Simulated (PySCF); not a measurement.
**Spin states and ions at one geometry of [Bi(BH4)2]+**

PySCF 2.14.0, RKS PBE, Bi def2-SVP with ECP60, B def2-SVP, H def2-SVP; non-relativistic Hamiltonian with scalar-relativistic core potentials where named; density fitting; no spin-orbit coupling; singlets restricted, open shells unrestricted. The geometry is relaxed for charge +1, singlet, vacuum:

```xyz
11

Bi    0.0000    0.0000   -0.4781
B     2.0398   -0.0703    0.8116
H     2.4059   -0.0729    1.9741
H     1.2103   -1.0820    0.8718
H     2.7886   -0.1491   -0.1437
H     1.3472    1.0371    0.7980
B    -2.0398    0.0703    0.8116
H    -2.4059    0.0729    1.9741
H    -1.2103    1.0820    0.8718
H    -2.7886    0.1491   -0.1437
H    -1.3472   -1.0371    0.7980
```

Energies count from the relaxed state; an electron taken off or put on is at rest in vacuum. Charges and spins are Mulliken's.

Task: Order these states by energy, lowest first.
A. charge 0, doublet, vacuum
B. charge +2, doublet, vacuum
C. charge +1, singlet, vacuum
D. charge +1, triplet, vacuum

Result: A (-6.87 eV), C (0.00 eV), D (3.42 eV), B (15.72 eV).

Task: How do charge and spin on the first atom follow?

Result: 
| state | spin squared | charge on Bi1 (e) | spin on Bi1 (e) | dipole about the centre of mass (D) |
| --- | --- | --- | --- | --- |
| charge +1, singlet, vacuum | 0.00 | 0.84 | 0.00 | 0.09 |
| charge +1, triplet, vacuum | 2.00 | 0.62 | 1.07 | 2.22 |
| charge +2, doublet, vacuum | 0.76 | 1.09 | 0.14 | 4.53 |
| charge 0, doublet, vacuum | 0.75 | 0.33 | 0.84 | 1.96 |

With an electron taken off (doublet) the charges change, summed by element, by Bi +0.25 e, B +0.13 e, H +0.61 e. The vertical ionisation energy is 15.72 eV, against −ε(HOMO) = 12.90 eV of the relaxed state. The level lies 2.8 eV too high, as is usual for semilocal functionals and global hybrids, which keep a self-interaction error.

With an electron put on (doublet) the charges change, summed by element, by Bi -0.50 e, B -0.05 e, H -0.44 e. The vertical electron affinity is 6.87 eV, against −ε(LUMO) = 9.60 eV of the relaxed state.

Open shells may have lower solutions than those found.
